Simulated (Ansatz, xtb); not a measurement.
## C4H4ClFO: which of two isomers lies lower

Structure I is `C/C(=C\F)C(=O)Cl`, a singlet and structure II is `F[C@]1(Cl)C=COC1`, a singlet. Both are isolated molecules in the gas phase, relaxed with PBE0-D3(BJ)/def2-SVP; the shapes shown needn't be the lowest conformers.

I (Å):

```xyz
11

C    -2.2253   -0.6272    1.1072
C    -0.9548   -0.8349    1.8689
C    -0.9033   -0.9135    3.2074
C     0.2669   -0.9496    1.0556
Cl    1.7967   -1.2043    1.9641
F    -1.9891   -0.8112    3.9471
O     0.2956   -0.8851   -0.1300
H    -2.1677    0.2912    0.5040
H    -3.0808   -0.5541    1.7895
H    -2.3951   -1.4583    0.4064
H     0.0102   -1.0642    3.7866
```

II (Å):

```xyz
11

C    -1.3624    0.1555    2.8896
C    -1.9319    1.2104    2.0172
C    -1.4533    1.0111    0.7819
C    -0.5324   -0.6820    1.9008
Cl   -0.3463    0.8413    4.2160
F    -2.3043   -0.6143    3.5015
O    -0.6251   -0.0364    0.6380
H    -2.5932    2.0025    2.3586
H    -1.6330    1.5824   -0.1302
H     0.5228   -0.7617    2.1896
H    -0.9798   -1.6854    1.8324
```

Question: Estimate E(II) − E(I) at the level CCSD(T)/def2-SVP + ΔMP2/def2-TZVPP.

Answer: Calculated at CCSD(T)/def2-SVP + ΔMP2/def2-TZVPP: E(II) − E(I) = +10.9 kcal/mol, so structure I lies lower.

Level by level:

| level | geometry | E(II) − E(I) (kcal/mol) | departure from the last row (kcal/mol) | job, with rough time for the two |
| --- | --- | --- | --- | --- |
| GFN2-xTB | GFN2-xTB | −5.0 | −15.9 | optimisation, 0.33 s |
| HF/STO-3G | GFN2-xTB | −18.4 | −29.3 | single point, 0.74 s |
| r2SCAN-D4/def2-SVP | GFN2-xTB | +14.6 | +3.7 | single point, 4 s |
| PBE0-D3(BJ)/def2-SVP | PBE0-D3(BJ)/def2-SVP | +11.7 | +0.8 | optimisation, 44 s |
| HF/def2-SVP | PBE0-D3(BJ)/def2-SVP | +12.1 | +1.2 | part of the CCSD(T) run |
| MP2/def2-SVP | PBE0-D3(BJ)/def2-SVP | +16.4 | +5.5 | part of the CCSD(T) run |
| CCSD(T)/def2-SVP | PBE0-D3(BJ)/def2-SVP | +15.3 | +4.4 | single point |
| CCSD(T)/def2-SVP + ΔMP2/def2-TZVPP | PBE0-D3(BJ)/def2-SVP | +10.9 |  | single point, 75 s |

As drawn, II has 2 C–O in place of 1 C=O. Structure I has no ring, II a 5-membered ring.

GFN2-xTB, HF/STO-3G put the two in the other order. The largest departure from CCSD(T)/def2-SVP + ΔMP2/def2-TZVPP is that of HF/STO-3G, 29.3 kcal/mol. The last row adds to CCSD(T) the change of the MP2 difference between the two basis sets, here −4.4 kcal/mol, a large step that makes the value less sure.

With thermal terms from frequencies at re-optimised GFN2-xTB minima (ideal gas, soft modes damped towards free rotors, one conformer each, 298.15 K, 1 atm): the zero-point term adds +1.0 kcal/mol; ΔH is +11.0 and ΔG +13.3 kcal/mol.

The correlated steps freeze 11 core orbitals. Mirror images aren't counted in ΔG. Codes used: Ansatz 0.2.0, xtb 6.7.1; the last row on 2 threads of Intel(R) Xeon(R) Processor @ 2.70GHz on a shared host.
